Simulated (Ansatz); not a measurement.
One change: `OCCCCl` becomes `OCCBF`.

Ansatz, PBE0-D4/def2-TZVP geometries, multiplicity 1. Each molecule was computed in one conformer, which needn't be the lowest.

```
                                      property  `OCCCCl`
       HOMO–LUMO gap (ωB97M-V/def2-TZVPP) / eV     12.83
          HOMO–LUMO gap (PBE0/def2-TZVPP) / eV      8.80
size of the dipole moment (PBE/def2-TZVPP) / D      1.43
            LUMO energy (PBE0/def2-TZVPP) / eV      0.86
           HOMO–LUMO gap (PBE/def2-TZVPP) / eV      6.05
           HOMO energy (B3LYP/def2-TZVPP) / eV     -7.70
```

What does the change do to each property? (Estimate.)

Ansatz gave: 
| property | `OCCBF` | shift |
| --- | --- | --- |
| HOMO–LUMO gap (ωB97M-V/def2-TZVPP) / eV | 11.62 | -1.21 |
| HOMO–LUMO gap (PBE0/def2-TZVPP) / eV | 7.23 | -1.57 |
| size of the dipole moment (PBE/def2-TZVPP) / D | 1.52 | 0.09 |
| LUMO energy (PBE0/def2-TZVPP) / eV | -0.69 | -1.55 |
| HOMO–LUMO gap (PBE/def2-TZVPP) / eV | 4.52 | -1.53 |
| HOMO energy (B3LYP/def2-TZVPP) / eV | -7.67 | 0.03 |

Dipoles are sizes alone; their direction can turn.

B3LYP here is the variant with VWN-RPA as its local correlation; programs differ in this.
